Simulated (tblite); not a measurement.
Species: C4H10B2S2.
Bonds: B1–C2, C2–C3, C3–S4, S4–B5, B5–C6, B5–S7, S7–C8, C2–C8. Hydrogens: H9, H10 on B1; H11 on C2; H12, H13 on C3; H14, H15, H16 on C6; H17, H18 on C8.

Computed with GFN2-xTB (tblite), gas phase: L-BFGS steps from a force-field or distance-geometry start until the largest atomic force falls under 0.01 eV/Å.

Step 12: E = -615.3936 eV
```
atom  x, y, z in Å  |  force x, y, z in eV/Å
B1     -2.6816   -0.5285   -0.5469   -0.045   0.070   0.015
C2     -1.4550    0.2934    0.0562    0.025  -0.059  -0.088
C3     -0.6052    0.7252   -1.1361    0.363   0.241   0.172
S4      0.8801    1.8014   -0.7320   -0.378  -0.307   0.001
B5      1.6605    0.6752    0.4827   -0.226   0.055   0.134
C6      3.0292    0.0401    0.0843   -0.116   0.146   0.076
S7      0.7195    0.0313    1.9239   -0.141  -0.113  -0.512
C8     -0.7010   -0.6951    0.9345    0.456   0.268   0.309
H9     -3.7971   -0.2293   -0.3810    0.064   0.073   0.061
H10    -2.4321   -1.4799   -1.1880   -0.015   0.115   0.078
H11    -1.6878    1.1759    0.6633   -0.195  -0.104  -0.148
H12    -0.1634   -0.1497   -1.6269   -0.252   0.229  -0.114
H13    -1.1733    1.3406   -1.8373    0.091  -0.211   0.059
H14     2.7499   -0.4398   -0.8631    0.428  -0.188   0.100
H15     3.3756   -0.7080    0.7931    0.151   0.033  -0.133
H16     3.8293    0.7372   -0.1463    0.054  -0.036  -0.004
H17    -1.3291   -1.1132    1.7190   -0.035  -0.104  -0.180
H18    -0.2274   -1.4705    0.3290   -0.229  -0.110   0.173
```

Step 13: E = -615.4346 eV
```
atom  x, y, z in Å  |  force x, y, z in eV/Å
B1     -2.6933   -0.5150   -0.5411   -0.109   0.037   0.004
C2     -1.4783    0.3111    0.0635    0.185  -0.060   0.010
C3     -0.6261    0.7241   -1.1308    0.367   0.234   0.023
S4      0.9125    1.7419   -0.7578   -0.565  -0.214  -0.106
B5      1.6871    0.6613    0.4852   -0.274  -0.068   0.042
C6      3.0735    0.0599    0.0973    0.010   0.098   0.119
S7      0.7413   -0.0166    1.8929   -0.249  -0.157  -0.405
C8     -0.7247   -0.6879    0.9328    0.409   0.094   0.247
H9     -3.8191   -0.2567   -0.3998    0.005   0.175   0.125
H10    -2.4216   -1.4588   -1.1736    0.019  -0.022  -0.021
H11    -1.6990    1.1924    0.6722   -0.215  -0.038  -0.118
H12    -0.2334   -0.1675   -1.6350   -0.163   0.269  -0.067
H13    -1.1887    1.3493   -1.8294    0.138  -0.150   0.106
H14     2.7997   -0.4341   -0.8430    0.444  -0.185   0.060
H15     3.4475   -0.6777    0.8017    0.100   0.008  -0.058
H16     3.8632    0.7658   -0.1363    0.054   0.030  -0.048
H17    -1.3551   -1.1054    1.7176    0.018  -0.023  -0.134
H18    -0.2943   -1.4796    0.3119   -0.173  -0.028   0.221
```

Step 14: E = -615.4750 eV
```
atom  x, y, z in Å  |  force x, y, z in eV/Å
B1     -2.7026   -0.5032   -0.5362   -0.085  -0.008  -0.006
C2     -1.4923    0.3216    0.0679    0.260  -0.035   0.105
C3     -0.6341    0.7268   -1.1237    0.169   0.114  -0.121
S4      0.9255    1.6940   -0.7757   -0.513  -0.016  -0.176
B5      1.7009    0.6522    0.4881   -0.195  -0.175  -0.124
C6      3.1029    0.0772    0.1089    0.143   0.024   0.098
S7      0.7536   -0.0532    1.8611   -0.227  -0.180  -0.101
C8     -0.7334   -0.6789    0.9358    0.130  -0.133   0.068
H9     -3.8327   -0.2733   -0.4109   -0.072   0.254   0.171
H10    -2.4146   -1.4413   -1.1618    0.037  -0.139  -0.105
H11    -1.7130    1.2013    0.6742   -0.200   0.039  -0.062
H12    -0.2892   -0.1730   -1.6441   -0.024   0.196  -0.044
H13    -1.1966    1.3502   -1.8222    0.125  -0.015   0.109
H14     2.8479   -0.4355   -0.8257    0.384  -0.139   0.020
H15     3.5022   -0.6542    0.8042    0.039   0.003   0.066
H16     3.8879    0.7855   -0.1291    0.032   0.117  -0.062
H17    -1.3731   -1.1018    1.7117    0.065   0.072  -0.037
H18    -0.3481   -1.4882    0.3060   -0.066   0.021   0.202
```

Step 15: E = -615.5002 eV
```
atom  x, y, z in Å  |  force x, y, z in eV/Å
B1     -2.7116   -0.4962   -0.5334   -0.031  -0.040  -0.015
C2     -1.5004    0.3294    0.0727    0.211  -0.015   0.111
C3     -0.6393    0.7298   -1.1202   -0.055  -0.031  -0.158
S4      0.9278    1.6566   -0.7950   -0.296   0.120  -0.116
B5      1.7064    0.6385    0.4858   -0.065  -0.196  -0.259
C6      3.1289    0.0908    0.1204    0.131  -0.012   0.027
S7      0.7588   -0.0861    1.8359   -0.100  -0.149   0.121
C8     -0.7400   -0.6745    0.9384   -0.118  -0.225  -0.076
H9     -3.8463   -0.2813   -0.4164   -0.039   0.270   0.178
H10    -2.4073   -1.4329   -1.1564   -0.003  -0.121  -0.097
H11    -1.7230    1.2103    0.6766   -0.169   0.035  -0.048
H12    -0.3298   -0.1755   -1.6493    0.058   0.119  -0.064
H13    -1.2012    1.3545   -1.8148    0.079   0.075   0.077
H14     2.8890   -0.4351   -0.8113    0.346  -0.113   0.007
H15     3.5443   -0.6376    0.8095   -0.002   0.041   0.138
H16     3.9081    0.8036   -0.1265   -0.024   0.147  -0.021
H17    -1.3859   -1.0956    1.7098    0.073   0.102   0.037
H18    -0.3874   -1.4924    0.3027    0.006  -0.008   0.158
```

Q: Estimate the geometry and energy of step 16. (The exact step hangs on the optimiser's Hessian estimate; all steps are aligned on step 15, rigid shifts and turns removed.)

A: E = -615.5213 eV, largest force 0.368 eV/Å
```
atom  x, y, z in Å  |  force x, y, z in eV/Å
B1     -2.7212   -0.4912   -0.5314    0.021  -0.048  -0.010
C2     -1.5068    0.3373    0.0790    0.068  -0.026   0.034
C3     -0.6474    0.7311   -1.1193   -0.213  -0.136  -0.114
S4      0.9278    1.6213   -0.8171   -0.037   0.192  -0.001
B5      1.7110    0.6195    0.4777    0.037  -0.187  -0.315
C6      3.1574    0.1039    0.1322    0.061  -0.043  -0.045
S7      0.7631   -0.1224    1.8141    0.051  -0.083   0.201
C8     -0.7507   -0.6740    0.9389   -0.233  -0.191  -0.134
H9     -3.8614   -0.2850   -0.4193    0.055   0.255   0.167
H10    -2.3997   -1.4278   -1.1534   -0.073  -0.051  -0.053
H11    -1.7332    1.2208    0.6796   -0.121  -0.004  -0.048
H12    -0.3677   -0.1776   -1.6542    0.104   0.037  -0.105
H13    -1.2053    1.3627   -1.8064    0.004   0.142   0.021
H14     2.9336   -0.4342   -0.7967    0.322  -0.107  -0.015
H15     3.5861   -0.6207    0.8188   -0.041   0.109   0.173
H16     3.9282    0.8246   -0.1247   -0.093   0.146   0.044
H17    -1.3978   -1.0863    1.7109    0.034   0.084   0.114
H18    -0.4247   -1.4959    0.2998    0.055  -0.092   0.087
```

The energy changes by -0.0210 eV. The first-order estimate −F·Δx gives -0.0290 eV and the mean of the old and new forces, exact on a quadratic surface, -0.0211 eV. The step makes an angle of 75° with the force vector and moves no atom by more than 0.047 Å.

What follows is the cost of the whole relaxation. Hardware: one thread, Arm Neoverse N1 (aarch64), no GPU, shared host with 64 logical CPUs at a one-minute load of 61. Cost: 1.3 s of wall time.
